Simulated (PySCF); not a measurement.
Electron correlation in Co (cobalt, neutral)

[Ar] 3d6 4s2 4p1, one real determinant (an excited configuration). Calculation: PySCF 2.14, in x2c-TZVPPall; scalar relativity by spin-free X2C-1e. Frozen: [Ne]; 17 electrons correlated.

```csv
level,correlation energy (mhartree)
CCSD,-520.32
(T),-19.46
CCSD(T),-539.78
```

Diagnostics: T1 = 0.043, D1 = 0.2440, largest double amplitude 0.163.

The real determinant used has ⟨L²⟩ near 8 against 12 for a pure F term, so it mixes terms. T1 exceeds 0.03, a sign that the reference determinant is poor. A double-excitation amplitude exceeds 0.15, a sign of near-degeneracy.

Cost of the coupled-cluster step: about 23 core-seconds, for 17 correlated electrons.

The basis was made for the ground configuration and has no added diffuse functions, which can raise the energy of the promoted electron.

The reference is one real determinant that mixes LS terms of this configuration.

This basis was not built for core-valence correlation, so the inner-shell part is incomplete.
